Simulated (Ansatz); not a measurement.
Ideal-gas functions of C3H4FGe, SMILES `C#[C][Ge]([CH3])[F]` radical at 500 K and 1 bar, from an Ansatz frequency run at PBE0-D4/def2-TZVP.

Molar mass 131.67 g/mol, point group C1 (symmetry number 1), electronic degeneracy 2, moments of inertia 94.127, 200.976, 260.832 u Å². Harmonic wavenumbers (cm⁻¹, unscaled): 101, 108, 134, 189, 296, 311, 502, 594, 680, 710, 738, 779, 807, 1236, 1435, 1447, 2129, 3064, 3163, 3181, 3462.

Use S(trans) = R[1.5 ln M + 2.5 ln T − 1.1517]; rotational temperatures θ = 24.2544 K / I; S(rot) = R[ln(√π/σ · √(T³/θAθBθC)) + 1.5]; for each mode x = 1.438777 ν̃/T, S = R[x/(eˣ − 1) − ln(1 − e⁻ˣ)] and H = RT x/(eˣ − 1); 1 cm⁻¹ = 0.0119627 kJ/mol; R = 8.31446 J/(mol·K).

Question: By hand: the entropy, in J/(mol·K).

Answer: Translation 180.5. Rotation: θ = 0.2577, 0.1207, 0.093 K, giving 119.0. Vibration, mode by mode: 18.62, 18.06, 16.29, 13.48, 9.90, 9.51, 5.94, 4.80, 3.94, 3.68, 3.46, 3.15, 2.96, 1.11, 0.70, 0.68, 0.13, 0.01, 0.01, 0.01, 0.00, in all 116.4. Electronic 5.8. Sum 421.7 J/(mol·K).

Question: By hand: H − E and G − E in kJ/mol, counted from the electronic energy.

Answer: Zero-point energy ½ × 25066 × 0.0119627 = 149.9; thermal vibration 29.3; translation, rotation and pV give 4 RT = 16.6. H − E = 195.8 kJ/mol, and G − E = 195.8 − 500 × 421.7/1000 = -15.0 kJ/mol.

Vibration gives 28 % of the entropy, 53.0 J/(mol·K) of it from the modes under 150 cm⁻¹: soft modes count most, and the harmonic formula is weakest for them. The sum counts one conformer and one mirror image; others add a mixing term.
